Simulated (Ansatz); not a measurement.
Diatomic NaSi+, multiplicity 3 (lowest of 2S+1 = 1, 3, 5 at CCSD(T)/def2-TZVPP on PBE0 minima; our sources give no spin for the ground state, which may be another).

The constants come from a fifth-degree fit in 1/R (seven points, main isotopes). In def2 and cc sets the state is the lowest found near the PBE0 minimum, followed along R.

Correlated levels freeze the inner cores; with def2 sets outer-core shells near the valence are correlated too.

Programs: Ansatz (an electronic-structure program). Values without a source in brackets are computed.

Task: What bond length and harmonic frequency does SVWN5/def2-TZVPP give?

Result: r_e = 3.096 Å, ω_e = 148 cm⁻¹.

Task: What bond length and harmonic frequency does B97M-V/def2-TZVPP give?

Result: r_e = 3.156 Å, ω_e = 143 cm⁻¹.

Task: What bond length and harmonic frequency does CCSD(T)/def2-QZVPP give?

Result: r_e = 3.146 Å, ω_e = 147 cm⁻¹.
